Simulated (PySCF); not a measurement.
# Polarisability as a sum over states

Species: CdMe(NH2), CH5CdN (singlet state).
Structure used (PBE0-D3(BJ)/def2-SVP), in Å, numbered top down from 1:
```
atom  x, y, z in Å
Cd1    0.0100   -0.0410   -0.3212
C2    -0.0119   -0.0050    1.7755
H3     0.0746    1.0267    2.1463
H4     0.8241   -0.5921    2.1845
H5    -0.9495   -0.4341    2.1599
N6     0.0115   -0.2283   -2.3245
H7     0.8370    0.1176   -2.8093
H8    -0.7958    0.1562   -2.8111
```

Theory: TDDFT B3LYP/def2-SVPD, vertical, gas phase, core orbitals frozen in the response, def2 core potentials past Kr in PySCF. Spin–orbit coupling is left out.

Excitation energies and transition dipoles (atomic units, axes of the coordinates) of those of the lowest 10 singlets that add 0.02 au or more to the mean polarisability:

```json
{"state": "S1", "ΔE (hartree)": "0.1781", "μx": "-0.093", "μy": "-0.379", "μz": "-0.362"}
{"state": "S2", "ΔE (hartree)": "0.1789", "μx": "-0.077", "μy": "0.386", "μz": "0.357"}
{"state": "S3", "ΔE (hartree)": "0.2034", "μx": "-0.005", "μy": "-0.217", "μz": "-0.406"}
{"state": "S4", "ΔE (hartree)": "0.2340", "μx": "0.558", "μy": "-0.012", "μz": "-0.048"}
{"state": "S5", "ΔE (hartree)": "0.2354", "μx": "-0.022", "μy": "-0.302", "μz": "0.259"}
{"state": "S6", "ΔE (hartree)": "0.2400", "μx": "0.000", "μy": "0.387", "μz": "-1.104"}
{"state": "S7", "ΔE (hartree)": "0.2518", "μx": "0.006", "μy": "0.482", "μz": "1.101"}
{"state": "S8", "ΔE (hartree)": "0.2826", "μx": "-0.021", "μy": "-0.137", "μz": "0.081"}
{"state": "S9", "ΔE (hartree)": "0.2858", "μx": "0.005", "μy": "0.066", "μz": "0.536"}
{"state": "S10", "ΔE (hartree)": "0.2888", "μx": "-0.074", "μy": "0.031", "μz": "0.048"}
```

Question: What does each state add to αxx, αyy and αzz, and how do the sums compare with the full static tensor?

Answer: Each state adds 2 μα² / ΔE.

| state | αxx (au) | αyy (au) | αzz (au) |
| --- | --- | --- | --- |
| S1 | 0.10 | 1.61 | 1.47 |
| S2 | 0.07 | 1.66 | 1.43 |
| S3 | 0.00 | 0.46 | 1.62 |
| S4 | 2.66 | 0.00 | 0.02 |
| S5 | 0.00 | 0.78 | 0.57 |
| S6 | 0.00 | 1.25 | 10.16 |
| S7 | 0.00 | 1.84 | 9.63 |
| S8 | 0.00 | 0.13 | 0.05 |
| S9 | 0.00 | 0.03 | 2.01 |
| S10 | 0.04 | 0.01 | 0.02 |
| all 10 states | 2.9 | 7.8 | 27.0 |
| full response | 44.0 | 45.4 | 78.3 |
| share (%) | 7 | 17 | 34 |

The rest comes from the higher roots of the same response equations.

Question: Give the full tensor and its principal values.

Answer: In au, rows and columns x, y, z:
```
x   44.0  0.0 -0.2
y    0.0 45.4  2.5
z   -0.2  2.5 78.3
```
Principal values 44.0, 45.2 and 78.5 au; mean 55.9 au (8.28 Å³).

Question: By how much does the contribution of these states grow at 532 nm?

Answer: With ω = 0.0856 hartree each state's term in the mean polarisability goes from f / ΔE² to f / (ΔE² − ω²), f = (2/3) ΔE |μ|²; the sum over all 10 states goes from 12.54 to 14.66 au, a rise of 2.12 au.
